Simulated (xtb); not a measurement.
Si(H)(Cl)(OH)(OEt) (C₂H₇ClO₂Si), SMILES CCO[SiH](O)Cl. All values are semi-empirical tight-binding results from xtb (GFN2-xTB unless named), good for trends rather than for accurate numbers. Coordinates come from a GFN2-xTB optimisation. The values are those of a single conformer.

```json
{
  "orbital_gap": "7.43 eV",
  "dipole_moment": "2.70 D",
  "zero_point_energy": "58.3 kcal/mol",
  "G − E(el) at 298.15 K (modified RRHO)": "36.7 kcal/mol",
  "static polarisability (D4 model)": "79.2 bohr³",
  "solvation energy, GFN2-xTB/ALPB(water)": "-5.5 kcal/mol",
  "solvation energy, GFN2-xTB/ALPB(hexane)": "-4.2 kcal/mol"
}
```
